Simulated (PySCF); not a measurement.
## Manganese: a sound run and one with changed settings

Sound run: Mn [Ar] 3d5 4s2, Mn⁺ [Ar] 3d5 4s1. All numbers are calculated (PySCF 2.14, no relativity, point nucleus, in cc-pVTZ). In the sound run the correlated levels freeze [Ar]. The sound run starts from symmetry-adapted Hartree-Fock orbitals and uses a fine grid where one is needed.

Changed run: initial guess atom, at most 50 SCF cycles.

| species | method | sound run (hartree) | changed run (hartree) | converged |
| --- | --- | --- | --- | --- |
| Mn | UHF | -1149.86867 | -1149.75172 | yes |
| Mn | r2SCAN | -1150.97055 | -1150.97055 | yes |
| Mn | M06-L | -1150.95762 | -1150.95762 | yes |
| Mn⁺ | UHF | -1149.64916 | -1149.64916 | yes |
| Mn⁺ | r2SCAN | -1150.71771 | -1150.71771 | yes |
| Mn⁺ | M06-L | -1150.68079 | -1150.68079 | yes |
| Mn⁺ | MP2 | -1149.73397 | -1149.73397 | yes |

Ionisation energy of Mn:

```json
{"method": "r2SCAN", "sound run (eV)": "6.880", "changed run (eV)": "6.880"}
{"method": "M06-L", "sound run (eV)": "7.533", "changed run (eV)": "7.533"}
```

The plain start fixes occupations by D2h representation alone, and Mn at UHF landed in another state (other ⟨L²⟩ or ⟨S²⟩). 

For comparison, NIST gives 7.434 eV between the lowest levels.
